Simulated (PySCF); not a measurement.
Structure with atom numbers: `[CH3:1][O:2][c:3]1[s:4][n:5][n:6][c:7]1[CH3:8]`; H(Xn) means a hydrogen on atom n.

Geometry: GFN2-xTB; GIAO absolute shieldings from PySCF 2.14.0 with density-fitted response routines, gas phase, non-relativistic, averaged over equivalent atoms.

At LDA/STO-3G (50 basis functions, 5.2 s wall time on 1 thread of an Intel Xeon 6975P-C, shared host):
| atoms | σ (ppm) |
| --- | --- |
| C3 | 86.0 |
| C7 | 131.1 |
| C1 | 177.3 |
| C8 | 216.3 |
| O2 | 278.3 |
| S4 | 266.6 |
| N5 | -3.3 |
| N6 | -2.9 |
| H(C1) | 29.26 |
| H(C8) | 30.31 |

Estimate the result of repeating the calculation with PBE0/pcSseg-1.

Answers


```json
{"atoms": "C3", "σ at PBE0/pcSseg-1": "1.9", "change": "-84.1"}
{"atoms": "C7", "σ at PBE0/pcSseg-1": "47.5", "change": "-83.6"}
{"atoms": "C1", "σ at PBE0/pcSseg-1": "122.0", "change": "-55.3"}
{"atoms": "C8", "σ at PBE0/pcSseg-1": "174.4", "change": "-41.9"}
{"atoms": "O2", "σ at PBE0/pcSseg-1": "222.2", "change": "-56.1"}
{"atoms": "S4", "σ at PBE0/pcSseg-1": "48.5", "change": "-218.1"}
{"atoms": "N5", "σ at PBE0/pcSseg-1": "-140.4", "change": "-137.1"}
{"atoms": "N6", "σ at PBE0/pcSseg-1": "-215.0", "change": "-212.1"}
{"atoms": "H(C1)", "σ at PBE0/pcSseg-1": "27.60", "change": "-1.66"}
{"atoms": "H(C8)", "σ at PBE0/pcSseg-1": "28.98", "change": "-1.33"}
```

The largest change is at S4 (aromatic ring sulfur). Cost: 173 basis functions, roughly 80 core-seconds. The order of the carbon signals is the same at both levels.
